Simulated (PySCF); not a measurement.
ClOTi (SMILES [O]=[Ti][Cl]), doublet, geometry from GFN2-xTB (such geometries of metal compounds can be far from the true shape) (the multiplicity is a formal guess). Base run: PBE0/def2-SVP in PySCF.

Here is a job for PySCF.
```python
from pyscf import gto, scf, dft, solvent

mol = gto.M(
    atom='''
Ti    0.47266445   -0.03979828    0.51269120
Cl   -0.64605131    0.76544092   -1.13803887
O     0.07303181   -1.51711666    1.00843178
''',
    basis='def2-svp',
    spin=1,
    verbose=4,
)

mf = dft.UKS(mol)
mf.xc = 'pbe0'
mf.kernel()
```

Each row names what was changed in the base input (with any setting that the change needs).

```tsv
change	ΔE vs base (kJ/mol)	dipole (D)
base	0.00	5.54
model = IEF-PCM; solvent = tetrahydrofuran	-57.6	6.49
model = IEF-PCM; solvent = water	-71.0	6.69
model = IEF-PCM; solvent = acetonitrile	-69.2	6.66
model = IEF-PCM; solvent = dichloromethane	-59.9	6.52
model = COSMO; solvent = water	-70.9	6.69
model = IEF-PCM; solvent = water; lebedev_order = 41	-71.0	6.69
model = ddCOSMO; solvent = water	-156.4	7.43
model = IEF-PCM; solvent = water; vdw_scale = 1.0	-125.1	7.31
model = SS(V)PE; solvent = water	-70.8	6.69
model = IEF-PCM; solvent = water; vdw_scale = 1.4	-43.5	6.33
model = IEF-PCM; solvent = water; lebedev_order = 11	-70.0	6.68
```

The base is the gas phase, so ΔE is the electrostatic part of solvation at a fixed geometry, without cavity and dispersion terms.

Open shells are given as the SCF converged; they aren't shown to be the lowest states, and a large step between rows can be another state.
